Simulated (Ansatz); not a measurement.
`CC(C)(C)[O][Ge][F]` and `CC(C)(C)NN` differ in one atom or group.

Ansatz, PBE0-D4/def2-TZVP geometries, multiplicity 1. Each molecule was computed in one conformer, which needn't be the lowest.

Scalar relativity is left out up to krypton.

| property | `CC(C)(C)[O][Ge][F]` |
| --- | --- |
| HOMO–LUMO gap (ωB97M-V/def2-TZVPP) / eV | 10.34 |
| LUMO energy (B3LYP/def2-TZVPP) / eV | -2.08 |
| HOMO energy (B3LYP/def2-TZVPP) / eV | -7.78 |
| HOMO–LUMO gap (PBE0/def2-TZVPP) / eV | 6.12 |
| size of the dipole moment (PBE/def2-TZVPP) / D | 1.07 |
| size of the dipole moment (B3LYP/def2-TZVPP) / D | 1.06 |

(1) What does the change do to each property? (An estimate is asked.)

Answers

(1) Computed: 
```csv
property,`CC(C)(C)NN`,shift
HOMO–LUMO gap (ωB97M-V/def2-TZVPP) / eV,11.27,0.93
LUMO energy (B3LYP/def2-TZVPP) / eV,0.52,2.60
HOMO energy (B3LYP/def2-TZVPP) / eV,-6.38,1.40
HOMO–LUMO gap (PBE0/def2-TZVPP) / eV,7.47,1.35
size of the dipole moment (PBE/def2-TZVPP) / D,1.57,0.50
size of the dipole moment (B3LYP/def2-TZVPP) / D,1.60,0.54
```

With PBE0 the HOMO rises by 1.36 eV and the LUMO rises by 2.70 eV, so the gap widens by about 1.34 eV. PBE moves the HOMO by 1.52 eV and ωB97M-V by 1.21 eV. Dipoles are sizes alone; their direction can turn.

B3LYP here is the variant with VWN-RPA as its local correlation; programs differ in this.
